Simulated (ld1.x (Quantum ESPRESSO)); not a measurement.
## Scattering properties, TM semilocal potential for zirconium (Zr)

| Property | Result |
| --- | --- |
| Element | zirconium (Zr) |
| Generator | ld1.x (Quantum ESPRESSO) 7.5 |
| Type | norm-conserving Troullier–Martins (semilocal form) |
| Functional | PBE |
| Relativity | scalar-relativistic |
| Frozen core | [Ar] 3d10 |
| Valence charge | 12 |
| Reference configuration | 4s2 4p6 4d2 5s2 5p0 |
| Partial waves | 4s (bound): rc 1.60 bohr; 4p (bound): rc 1.90 bohr; 4d (bound): rc 2.25 bohr |
| Local potential | the d channel |
| Core correction | none |

Occupied shells without a wave of their own: 5s. They enter only through the test configuration that unscreens the potential.

The phase is arctan(r·u′/u) with u = r·R(r), unwrapped; energies in Ry, scanned from -6 to 5 Ry. A pole is an energy at which the radial function vanishes at the test radius. The pseudo phase is shifted by a multiple of π to meet the all-electron one at the reference energy, and phase errors are pseudo minus all-electron; the curves can meet again beyond the range given. Levels narrower than the energy grid can be missing from the lists of poles.

```tsv
channel	radius (bohr)	reference energy (Ry)	poles, all-electron	poles, pseudo	unbroken range about the reference energy with phases within 0.05 rad	phase error 1 Ry above the reference energy (rad)
s	2.44	-4.01	-3.87, 4.29	-3.87, 3.38	below -0.5	-0.002
p	2.44	-2.39	-2.10	-2.10, 4.97	below 0.6	-0.003
d	2.44	-0.26	0.71	0.71	below 3.2	+0.002
```

Phases in the d channel:

```tsv
E (Ry)	all-electron	pseudo
-6.00	1.399	1.399
-5.48	1.390	1.390
-4.96	1.380	1.380
-4.44	1.368	1.368
-3.92	1.353	1.353
-3.40	1.333	1.334
-2.88	1.308	1.308
-2.36	1.271	1.272
-1.84	1.212	1.213
-1.32	1.096	1.097
-0.80	0.752	0.753
-0.28	-0.678	-0.678
0.24	-1.395	-1.394
0.76	-1.584	-1.582
1.28	-1.684	-1.681
1.80	-1.767	-1.761
2.32	-1.863	-1.852
2.84	-2.013	-1.989
3.36	-2.336	-2.267
3.88	-3.172	-2.987
4.40	-4.018	-3.910
4.92	-4.342	-4.296
```
